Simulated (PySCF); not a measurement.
Job file and geometry (Å, from GFN2-xTB) of an NMR shielding run on SMILES C1=CC[SiH+][C@H](C(F)F)C1, [C₆H₉F₂Si]+, GIAO PBE0/pcSseg-1 NMR shielding, non-relativistic, gas phase (PySCF 2.14.0, density-fitted response routines); density fitting, a coarse starting grid and PySCF grid level 2 are the driver's defaults:

```
$ OMP_NUM_THREADS=1 python probes_run.py task.json out

{"job": {"kind": "nmr", "xc": "PBE0", "basis": "pcSseg-1"}, "charge": 1, "multiplicity": 1}
F      1.168653     0.577430    -1.561561
C      1.931636     0.162933    -0.522201
F      2.731795     1.210837    -0.221447
C      1.041410    -0.131111     0.692167
C      0.178818    -1.393619     0.481545
C     -0.953510    -1.252173    -0.497589
C     -1.732221    -0.199126    -0.680795
C     -1.677749     1.137891     0.043012
Si    -0.026329     1.437633     0.895416
H      2.551905    -0.679684    -0.853833
H      1.724104    -0.307471     1.530751
H      0.830544    -2.203309     0.149155
H     -0.236441    -1.700704     1.446048
H     -1.156569    -2.139415    -1.078128
H     -2.527055    -0.255560    -1.408431
H     -1.883617     1.931253    -0.686558
H     -2.513355     1.179325     0.752901
H      0.539223     2.631188     1.507893
```

**Question.** What does the program print?

**Answer.** 
```
coarse grid: 15896 points
cycle   1  E = -722.0766946440  dE =  1.479e+00  |g| = 7.656e-01  |ddm| = 3.852e+00
cycle   2  E = -721.8100706032  dE =  2.666e-01  |g| = 1.258e+00  |ddm| = 1.785e+00
cycle   3  E = -722.1880723772  dE = -3.780e-01  |g| = 1.979e-01  |ddm| = 1.376e+00
cycle   4  E = -722.1994067729  dE = -1.133e-02  |g| = 5.495e-02  |ddm| = 2.831e-01
cycle   5  E = -722.2000745462  dE = -6.678e-04  |g| = 1.994e-02  |ddm| = 6.604e-02
cycle   6  E = -722.2001564262  dE = -8.188e-05  |g| = 1.052e-02  |ddm| = 2.564e-02
cycle   7  E = -722.2001858323  dE = -2.941e-05  |g| = 2.345e-03  |ddm| = 1.167e-02
cycle   8  E = -722.2001890890  dE = -3.257e-06  |g| = 1.239e-03  |ddm| = 5.050e-03
final grid: 150736 points
cycle   9  E = -722.2673539311  dE = -4.586e-05  |g| = 8.914e-03  |ddm| = 2.956e-02
cycle  10  E = -722.2673393223  dE =  1.461e-05  |g| = 1.235e-02  |ddm| = 1.680e-02
cycle  11  E = -722.2673728148  dE = -3.349e-05  |g| = 1.177e-03  |ddm| = 9.751e-03
cycle  12  E = -722.2673730691  dE = -2.543e-07  |g| = 4.069e-04  |ddm| = 1.215e-03
cycle  13  E = -722.2673731069  dE = -3.784e-08  |g| = 1.351e-04  |ddm| = 4.298e-04
cycle  14  E = -722.2673731111  dE = -4.200e-09  |g| = 4.155e-05  |ddm| = 1.344e-04
cycle  15  E = -722.2673731116  dE = -5.045e-10  |g| = 7.694e-06  |ddm| = 5.379e-05
converged SCF energy = -722.2673731116

GIAO shielding tensors (ppm)
atom      isotropic    diamagn.    paramagn.     s11        s22        s33       span
  0 F      269.236     476.979    -207.743    189.045    257.341    361.324    172.279
  1 C       57.364     241.890    -184.526     46.181     55.855     70.056     23.875
  2 F      260.706     472.988    -212.282    173.583    267.922    340.612    167.029
  3 C      132.530     257.166    -124.636     91.367    137.314    168.908     77.541
  4 C      162.105     248.184     -86.079    149.308    166.571    170.436     21.128
  5 C       50.335     255.860    -205.525    -63.683     47.870    166.819    230.501
  6 C       59.247     255.231    -195.985    -56.654     76.585    157.809    214.463
  7 C      147.680     258.590    -110.910    113.501    157.615    171.925     58.424
  8 Si     -86.656     879.210    -965.866   -430.299   -140.550    310.881    741.180
  9 H       25.254      27.741      -2.486     22.486     24.466     28.811      6.325
 10 H       28.395      30.609      -2.214     24.055     28.555     32.576      8.521
 11 H       28.424      30.336      -1.912     23.639     27.315     34.317     10.678
 12 H       28.577      29.714      -1.138     24.012     26.484     35.234     11.221
 13 H       24.978      29.739      -4.761     22.566     25.346     27.022      4.456
 14 H       25.163      29.535      -4.372     21.841     25.835     27.814      5.973
 15 H       28.040      28.656      -0.616     23.969     26.461     33.689      9.721
 16 H       28.301      27.556       0.745     23.454     26.283     35.166     11.712
 17 H       21.923      26.687      -4.763     20.544     21.465     23.761      3.218
```

**Question.** Turn these shieldings into chemical shifts. References, each an isolated molecule treated in the same way: 19F (σ = 170.95 ppm) vs CFCl3; TMS for 13C (σ = 186.93 ppm) and 29Si (σ = 349.16 ppm) and 1H (σ = 31.72 ppm).

**Answer.** Averaging equivalent atoms: F 2: -89.8; F 0: -98.3; C 5: 136.6; C 1: 129.6; C 6: 127.7; C 3: 54.4; C 7: 39.2; C 4: 24.8; Si 8: 435.8; H 17: 9.79; H 13: 6.74; H 14: 6.55; H 9: 6.46; H 15: 3.68; H 16: 3.42; H 10: 3.32; H 11: 3.29; H 12: 3.14 ppm. Unscaled 19F shifts against computed CFCl3 carry errors that often reach 10 to 50 ppm.

Size and cost of the density-fitted run: 205 basis functions, 42 s wall time on 1 thread of an Arm Neoverse V1, shared host; peak memory 0.93 GiB.
